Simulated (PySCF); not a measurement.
Isomers of C5H8Cl2Si, one GFN2-xTB conformer each. Single-point energies are computed at PBE0/pcSseg-1 (PySCF, gas phase, no added dispersion term), electronic only.

**Question.** Rank them by PBE0/pcSseg-1 energy, lowest first (kcal/mol).
A. `[CH3:1][C:2]#[C:3][Si@H:4]([CH3:5])[CH:6]([Cl:7])[Cl:8]` with C3–Si4–C6–Cl7 63°
B. `[SiH3:1][CH2:2][C@@:3]1([Cl:4])[C@@H:5]2[C@@H:6]([Cl:7])[C@H:8]12` with Si1–C2–C3–Cl4 -56°
C. `[CH3:1][C:2]#[C:3][SiH:4]([CH2:5][Cl:6])[CH2:7][Cl:8]` with C3–Si4–C5–Cl6 -175°, C3–Si4–C7–Cl8 -52°
D. `[CH3:1][Si@@H:2]([Cl:3])[C:4]1=[C:5]([Cl:6])[CH2:7][CH2:8]1` with C1–Si2–C4–C5 34°

**Answer.** D (0.0), A (38.9), C (39.8), B (64.0).

As drawn, the lowest has a four-membered ring and a C=C bond outside aromatic rings, which the highest lacks; the highest has a three-membered ring, which the lowest lacks. Neighbours under 2.5 kcal/mol apart (CC#C[Si@H](C)C(Cl)Cl and CC#C[SiH](CCl)CCl) can change places with a better method, another conformer or zero-point energy. GFN2-xTB itself gives, in the same order: 0.0, 48.2, 51.1, 43.0. Both levels put the same isomer lowest; measured from each level's own lowest isomer, the values differ by up to 21.0 kcal/mol ([SiH3]C[C@@]1(Cl)[C@@H]2[C@@H](Cl)[C@@H]21: 43.0 against 64.0).

**Question.** Which frontier levels, dipoles and rotational constants go with these structures?

**Answer.** 
```
                                    SMILES  HOMO (eV, PBE0/pcSseg-1)  LUMO (eV)  dipole (D)       A, B, C (MHz)
                   C[Si@@H](Cl)C1=C(Cl)CC1                     -7.30      -0.64        1.14  1882, 739.3, 555.0
                      CC#C[Si@H](C)C(Cl)Cl                     -7.72      -0.36        3.18  1809, 619.9, 546.1
                         CC#C[SiH](CCl)CCl                     -7.73      -0.23        3.21  1400, 644.3, 492.6
[SiH3]C[C@@]1(Cl)[C@@H]2[C@@H](Cl)[C@@H]21                     -8.09       0.61        2.31  2646, 589.6, 528.3
```
